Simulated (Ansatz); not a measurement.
```yaml
crystal:
  periodic: [false, false, false]
  atoms:
    - {symbol: F, position_ang: [0.075437, -0.766622, 0.985055]}
    - {symbol: Si, position_ang: [0.000892, -0.451710, 0.048992]}
    - {symbol: F, position_ang: [-0.845789, -1.109992, -0.281343]}
    - {symbol: F, position_ang: [0.779963, -1.008968, -0.421728]}
    - {symbol: B, position_ang: [0.007341, 0.650414, -0.235375]}
    - {symbol: Cl, position_ang: [-0.029710, 1.374075, 0.570516]}
    - {symbol: H, position_ang: [-0.040883, 0.856767, -0.814835]}
basis:
  gaussian: {orbitals: def2-SVPD}
hamiltonian: {xc: {name: BLYP}, dispersion: d3bjatm}
```

```sh
$ ansatz run in.yaml --threads 4 --pin off --events-out ev --progress --plain --max-ram 10444MiB
```

It prints (some lines left out):

```
Functional definition: BLYP
1282 factors; their error is unknown
mean field evaluation 1: about -29076.0826 eV, gradient 1.5e2 eV
mean field evaluation 2: about -28647.6413 eV, gradient 4.5e2 eV
mean field evaluation 4: about -29114.7735 eV, gradient 4.0e1 eV
mean field evaluation 8: about -29117.5161 eV, gradient 2.6e-1 eV
mean field evaluation 16: about -29117.4564 eV, gradient 3.1e-4 eV
mean field -29117.45639484 eV, -1070.0467859895 hartree, gradient 5.2e-5 eV, S^2 0.000000; 0 other end points of the search recorded, 0 dependent functions left out
reference -29117.45670609 eV, -1070.0467974277 hartree; 32, 32 occupied and 116, 116 virtual orbitals, 1282 factors
Total energy: -29117.87221332 eV, -1070.0620670367 hartree
```

Something in this input is off. What?

The geometry is squeezed to about two thirds of its size. The calculation finished and met its thresholds. The result belongs to that input, not to the molecule as meant.
